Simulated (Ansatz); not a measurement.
`[SiH3][O][GaH][SiH3]` + `[OH][SbH2]` → `[SiH3][GaH][O][SbH2]` + `O[SiH3]` at 400 K and 1 bar (ligand exchange at a Ga–O bond).

Calculated with Ansatz (gas phase, PBE0-D4/def2-TZVP geometries, no zero-point term in ΔE). CBS: MP2 limit from def2 TZ/QZ plus the TZ coupled-cluster correction, frozen cores. def2 core potentials past Kr. For Ga, Sb outer-core shells are correlated without core-valence functions, which leaves a few kJ/mol of doubt a bond. Scalar relativity is left out up to krypton. Each species was taken in one conformer, which may not be the lowest.

```csv
species,CCSD(T)/CBS energy (Eh),H − E (kJ/mol),S (J/(mol·K))
`[SiH3][O][GaH][SiH3]`,-2581.53641,198.6,436.5
`[OH][SbH2]`,-316.98030,89.2,295.3
`[SiH3][GaH][O][SbH2]`,-2531.82516,167.0,448.2
`O[SiH3]`,-366.69042,120.0,276.4
```

H − E and S are ideal-gas, rigid-rotor, harmonic terms from PBE0-D4/def2-TZVP, for one conformer and one mirror image of each species. 1 Eh = 2625.50 kJ/mol, R = 8.31446 J/(mol·K).

Q: By hand: ΔE, ΔH, ΔS and ΔG.

A: ΔE = (-2531.82516) + (-366.69042) − (-2581.53641) − (-316.98030) = 0.00113 Eh = 3.0 kJ/mol. Δ(H − E) = 167.0 + 120.0 − 198.6 − 89.2 = -0.8, so ΔH = 2.2 kJ/mol. ΔS = 448.2 + 276.4 − 436.5 − 295.3 = -7.2 J/(mol·K). ΔG = 2.2 − 400 × (-7.2)/1000 = 5.1 kJ/mol.

Q: By hand: the equilibrium constant, and the temperature at which ΔG would vanish if ΔH and ΔS stayed fixed.

A: log₁₀ K = −ΔG/(RT ln 10) = -0.7. ΔH and −TΔS have one sign here, so there is no such temperature. One of them is within its doubt of zero, so this could turn.

TΔS isn't small against ΔH here. The sign of ΔG lies within the doubt. A doubt of 5 kJ/mol in ΔE shifts log₁₀ K by 0.7 here. Other conformers and mirror images would add mixing entropy, several J/(mol·K) or more a flexible species. Modes under 60 cm⁻¹, often nearly free rotors, make the harmonic entropy too high. These are equilibria of isolated gas molecules and say nothing of rates. Largest T1 diagnostic: 0.016 (customary marks: 0.02 for closed shells, 0.045 for open ones).
